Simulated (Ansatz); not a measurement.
`FC#[C][GeH2][SiH3]` + H₂S → `[SiH3][GeH2][SH]` + `C#CF` at 700 K and 1 bar (ligand exchange at a Ge–C bond).

Program: Ansatz. Geometries: PBE0-D4/def2-TZVP. ΔE: electronic, gas phase. CCSD(T)/CBS adds triple-zeta CCSD(T) − MP2 to the extrapolated MP2 energy (def2 sets, frozen cores). This one scheme is used for every species. For Ge outer-core shells are correlated without core-valence functions, which leaves a few kJ/mol of doubt a bond. Scalar relativity is left out up to krypton. Each species was taken in one conformer, which may not be the lowest.

```
             species  CCSD(T)/CBS energy (Eh)  H − E (kJ/mol)  S (J/(mol·K))
`FC#[C][GeH2][SiH3]`              -2543.99145           223.6          505.0
                 H₂S               -398.97279            64.8          236.9
  `[SiH3][GeH2][SH]`              -2766.58811           205.2          465.2
              `C#CF`               -176.38388            89.3          279.4
```

H − E and S are ideal-gas, rigid-rotor, harmonic terms from PBE0-D4/def2-TZVP, for one conformer and one mirror image of each species. 1 Eh = 2625.50 kJ/mol, R = 8.31446 J/(mol·K).

By hand: ΔE, ΔH, ΔS and ΔG.

ΔE = (-2766.58811) + (-176.38388) − (-2543.99145) − (-398.97279) = -0.00775 Eh = -20.3 kJ/mol. Δ(H − E) = 205.2 + 89.3 − 223.6 − 64.8 = 6.1, so ΔH = -14.2 kJ/mol. ΔS = 465.2 + 279.4 − 505.0 − 236.9 = 2.7 J/(mol·K). ΔG = -14.2 − 700 × (2.7)/1000 = -16.1 kJ/mol.

By hand: the equilibrium constant, and the temperature at which ΔG would vanish if ΔH and ΔS stayed fixed.

log₁₀ K = −ΔG/(RT ln 10) = 1.2. ΔH and −TΔS have one sign here, so there is no such temperature.

The number of gas molecules stays the same, so ΔS is small and ΔH decides. A doubt of 5 kJ/mol in ΔE shifts log₁₀ K by 0.4 here. Other conformers and mirror images would add mixing entropy, several J/(mol·K) or more a flexible species. Modes under 60 cm⁻¹, often nearly free rotors, make the harmonic entropy too high. These are equilibria of isolated gas molecules and say nothing of rates. Largest T1 diagnostic: 0.013 (customary marks: 0.02 for closed shells, 0.045 for open ones).

ΔS is within the doubt of such terms, so its sign, and with it that verdict, could turn.
